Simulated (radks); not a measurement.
The gallium ion Ga15+, 16 electrons, occupied as [Ne] 3s2 3p4 (the NIST ground configuration).

All-electron calculation, Dirac Kohn-Sham, PBEsol, spin-unpolarised, spherical densities, finite nucleus; open shells fill j = l - 1/2 first; Fermi nuclear charge, rms radius 3.9973 fm. Program: a radial shooting solver on a logarithmic mesh with Libxc functionals.

Energy parts (hartree):
| part | energy |
|---|---|
| total | -1831.22474 |
| kinetic | 1870.77523 |
| electron-nucleus | -4093.72705 |
| Hartree | 449.20462 |
| exchange-correlation | -57.47754 |

Orbitals (lengths in bohr, moments of r in powers of bohr; r(max) is where P^2 peaks; r(90%) holds 90 % of the orbital's charge):
orbital  occ.  eigenvalue (hartree)  r(90%)     <r^2>   r(max)       <r^4>
1s1/2       2             -394.8586  0.0869  0.003183  0.03180  0.00002606
2s1/2       2             -65.51182   0.334   0.05505   0.1822    0.005210
2p1/2       2             -60.29949   0.305   0.04278   0.1442    0.003657
2p3/2       4             -59.27347   0.310   0.04422   0.1471    0.003879
3s1/2       2             -21.43024   0.824    0.3635   0.5233      0.1958
3p1/2       2             -19.71144   0.825    0.3552   0.5080      0.1942
3p3/2       2             -19.50765   0.833    0.3624   0.5138      0.2018

The highest occupied level is 3p3/2 at -530.83 eV. For comparison, the ionisation energy in NIST's Atomic Spectra Database is 548 eV (semi-empirical). In exact Kohn-Sham theory the highest level is minus the ionisation energy, but local and semilocal functionals leave it too shallow, through self-interaction and a potential that decays too fast; potentials with the right tail come closer. The electron density at the nucleus is 2.835e+04 e/bohr^3.

Beside tabulated values, note that spin-unpolarised runs miss the spin-polarisation part of the exchange energy of open shells.
